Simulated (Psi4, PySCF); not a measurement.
PySCF was given this input:
```python
from pyscf import gto, scf, mp

mol = gto.M(
    atom='''
C    -2.04448569   -1.42504237    0.50157321
O    -0.72766379   -0.96783355    0.60420261
Si   -0.03861108    0.32829990   -0.12649543
C    -0.79130443    1.98119988    0.41820792
C    -0.12304275    0.11850811   -2.02416713
O     1.47789858    0.38302498    0.45039361
C     2.43946984   -0.63436435    0.46225328
H    -2.14167265   -2.30788577    1.13463031
H    -2.28601463   -1.69261196   -0.52988191
H    -2.74855078   -0.66103992    0.83931906
H    -1.81913215    2.06843940    0.07965383
H    -0.24124933    2.82357068    0.01536447
H    -0.78920165    2.07462366    1.49947239
H     0.23206785   -0.86394160   -2.32751030
H     0.48841885    0.85714329   -2.53312402
H    -1.13675836    0.22640459   -2.39953033
H     3.26653155   -0.30236234    1.09086386
H     2.02211084   -1.55768690    0.86642662
H     2.80830569   -0.82419060   -0.54872151
''',
    basis='6-31g*',
    verbose=4,
)

mf = scf.RHF(mol)
mf.kernel()

pt = mp.MP2(mf, frozen=11)
pt.kernel()
print('E(MP2) = %.10f' % pt.e_tot)
```

Problem. Write the same job for Psi4.

Solution. Several could match; the one computed here: 
```
memory 2 GB

molecule mol {
0 1
  C    -2.044486   -1.425042    0.501573
  O    -0.727664   -0.967834    0.604203
  Si   -0.038611    0.328300   -0.126495
  C    -0.791304    1.981200    0.418208
  C    -0.123043    0.118508   -2.024167
  O     1.477899    0.383025    0.450394
  C     2.439470   -0.634364    0.462253
  H    -2.141673   -2.307886    1.134630
  H    -2.286015   -1.692612   -0.529882
  H    -2.748551   -0.661040    0.839319
  H    -1.819132    2.068439    0.079654
  H    -0.241249    2.823571    0.015364
  H    -0.789202    2.074624    1.499472
  H     0.232068   -0.863942   -2.327510
  H     0.488419    0.857143   -2.533124
  H    -1.136758    0.226405   -2.399530
  H     3.266532   -0.302362    1.090864
  H     2.022111   -1.557687    0.866427
  H     2.808306   -0.824191   -0.548722
}

set basis 6-31g*
set reference rhf
set freeze_core true
set mp2_type conv
set scf_type pk
set puream true
set d_convergence 1e-8

energy('mp2')
print_variables()
```

Both were run: PySCF gave -598.135977 Eh and Psi4 -598.135977 Eh, 0.000 mEh apart.
